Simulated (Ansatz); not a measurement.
`FB[SeH]` + `N[SiH3]` → `FBN[SiH3]` + H₂Se at 700 K and 1 bar (ligand exchange at a B–Se bond).

Calculated with Ansatz (gas phase, PBE0-D4/def2-TZVP geometries, no zero-point term in ΔE). CCSD(T)/CBS adds triple-zeta CCSD(T) − MP2 to the extrapolated MP2 energy (def2 sets, frozen cores). This one scheme is used for every species. For Se outer-core shells are correlated without core-valence functions, which leaves a few kJ/mol of doubt a bond. Scalar relativity is left out up to krypton. One conformer a species, not always the lowest.

| species | CCSD(T)/CBS energy (Eh) | H − E (kJ/mol) | S (J/(mol·K)) |
| --- | --- | --- | --- |
| `FB[SeH]` | -2526.56401 | 104.1 | 341.8 |
| `N[SiH3]` | -346.80422 | 180.7 | 336.3 |
| `FBN[SiH3]` | -471.49367 | 218.0 | 416.5 |
| H₂Se | -2401.89790 | 61.1 | 251.1 |

H − E and S are ideal-gas, rigid-rotor, harmonic terms from PBE0-D4/def2-TZVP, for one conformer and one mirror image of each species. 1 Eh = 2625.50 kJ/mol, R = 8.31446 J/(mol·K).

By hand: ΔE, ΔH, ΔS and ΔG.

ΔE = (-471.49367) + (-2401.89790) − (-2526.56401) − (-346.80422) = -0.02334 Eh = -61.3 kJ/mol. Δ(H − E) = 218.0 + 61.1 − 104.1 − 180.7 = -5.7, so ΔH = -67.0 kJ/mol. ΔS = 416.5 + 251.1 − 341.8 − 336.3 = -10.5 J/(mol·K). ΔG = -67.0 − 700 × (-10.5)/1000 = -59.6 kJ/mol.

By hand: the equilibrium constant, and the temperature at which ΔG would vanish if ΔH and ΔS stayed fixed.

log₁₀ K = −ΔG/(RT ln 10) = 4.4. ΔG = 0 at ΔH/ΔS = 6381 K, far beyond where these terms or the molecules hold.

The number of gas molecules stays the same, so ΔS is small and ΔH decides. A doubt of 5 kJ/mol in ΔE shifts log₁₀ K by 0.4 here. Other conformers and mirror images would add mixing entropy, several J/(mol·K) or more a flexible species. These are equilibria of isolated gas molecules and say nothing of rates. Largest T1 diagnostic: 0.012 (customary marks: 0.02 for closed shells, 0.045 for open ones).
